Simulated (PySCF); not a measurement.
digermane cation (Ge2H6), SMILES [GeH3][GeH3] (connectivity only; charge and spin as stated), charge +1, multiplicity 2.

Geometry: B3LYP-D3(BJ)/def2-TZVP. The spin state was assumed, not searched.

All values below come from PBE/def2-TZVPD run with PySCF.

Computed frontier levels, dipole moment and polarisability:
The α spin, highest occupied and lowest empty level is -12.15 and -7.19 eV and the β spin, highest occupied and lowest empty level comes out as -13.97 and -10.96 eV. The dipole moment about the centre of nuclear charge is 0.000 e·Å and the mean static polarisability is 63.8 bohr³ (9.46 Å³). The polarisability, principal values comes out as 55.4, 55.4, 80.8 bohr³ and the ⟨S²⟩ is 0.752 (pure state 0.75).
